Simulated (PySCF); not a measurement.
Species: C3H11NSSi2.
Numbering: `[CH3:1][S:2][Si@@H:3]1[CH2:4][CH2:5][SiH2:6][NH:7]1` (hydrogens: H8, H9, H10 on C1; H11 on Si3; H12, H13 on C4; H14, H15 on C5; H16, H17 on Si6; H18 on N7)

Computed, not measured: core-valence-separated Tamm–Dancoff BHandHLYP/aug-pcX-1 (pcseg-1 on H, def2-SVPD on Si, def2-SVPD on S) in PySCF, non-relativistic, gas phase, PBE0-D3(BJ)/def2-SVP geometry.

Computed carbon K-edge spectrum, Gaussian lines of 0.6 eV full width, highest printed point 100; it ends one width below the last computed root. Absolute energies from this functional tend to lie a few eV below measured edges; no shift was applied.

(photon energy (eV), absorption): (284.4, 0), (284.5, 1), (284.6, 3), (284.7, 7), (284.8, 15), (284.9, 27), (285.0, 43), (285.1, 58), (285.2, 69), (285.3, 72), (285.4, 70), (285.5, 67), (285.6, 68), (285.7, 75), (285.8, 85), (285.9, 95), (286.0, 100), (286.1, 100), (286.2, 95), (286.3, 88)

Assign the maxima to core holes.

2 maxima:
- 285.3 eV: C1 (S-methyl carbon), 285.22 eV, f = 0.044, 64 % of the height at the exact maximum; C5 (sp3 carbon bound to silicon), 285.29 eV, f = 0.009, 14 % of the height at the exact maximum; C4 (sp3 carbon bound to silicon), 285.37 eV, f = 0.008, 13 % of the height at the exact maximum
- 286.0 eV: C4 (sp3 carbon bound to silicon), 285.91 eV, f = 0.028, 27 % of the height at the exact maximum; C5 (sp3 carbon bound to silicon), 285.95 eV, f = 0.020, 21 % of the height at the exact maximum; C4 (sp3 carbon bound to silicon), 286.19 eV, f = 0.017, 16 % of the height at the exact maximum; C1 (S-methyl carbon), 286.22 eV, f = 0.017, 15 % of the height at the exact maximum

Further lines of some strength in the range: C5, 285.76 eV, f = 0.016; C4, 286.28 eV, f = 0.007.

Roots within 0.03 eV on the same or equivalent atoms count as one line; shares under 12 % aren't listed.

Vibrational structure and lifetime widths aren't in the curve. The ionisation threshold wasn't computed; near and above it a finite basis only mimics Rydberg series and continuum.

The run took about 90 s of CPU time (one thread, shared machine).

One conformer stands for the species.
